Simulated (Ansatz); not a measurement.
Start from `BN[SiH2]CO` and change one atom or group to get `OC[SiH2]F`.

Ansatz, PBE0-D4/def2-TZVP geometries, multiplicity 1. Each molecule was computed in one conformer, which needn't be the lowest.

| property | `BN[SiH2]CO` |
| --- | --- |
| LUMO energy (PBE/def2-TZVPP) / eV | -1.34 |
| HOMO–LUMO gap (PBE0/def2-TZVPP) / eV | 7.08 |
| HOMO–LUMO gap (B3LYP/def2-TZVPP) / eV | 6.64 |
| size of the dipole moment (PBE/def2-TZVPP) / D | 0.66 |
| LUMO energy (B3LYP/def2-TZVPP) / eV | -0.62 |
| HOMO–LUMO gap (PBE/def2-TZVPP) / eV | 4.69 |

Question: Give the same properties after the change, and the shifts. (Estimate.)

Answer: Computed: 
| property | `OC[SiH2]F` | shift |
| --- | --- | --- |
| LUMO energy (PBE/def2-TZVPP) / eV | -0.93 | 0.41 |
| HOMO–LUMO gap (PBE0/def2-TZVPP) / eV | 7.71 | 0.63 |
| HOMO–LUMO gap (B3LYP/def2-TZVPP) / eV | 7.22 | 0.58 |
| size of the dipole moment (PBE/def2-TZVPP) / D | 1.09 | 0.43 |
| LUMO energy (B3LYP/def2-TZVPP) / eV | -0.29 | 0.33 |
| HOMO–LUMO gap (PBE/def2-TZVPP) / eV | 5.26 | 0.57 |

With PBE0 the HOMO falls by 0.27 eV and the LUMO rises by 0.36 eV, so the gap widens by about 0.63 eV. PBE moves the HOMO by -0.16 eV and ωB97M-V by -0.30 eV. Dipoles are sizes alone; their direction can turn.

B3LYP here is the variant with VWN-RPA as its local correlation; programs differ in this.
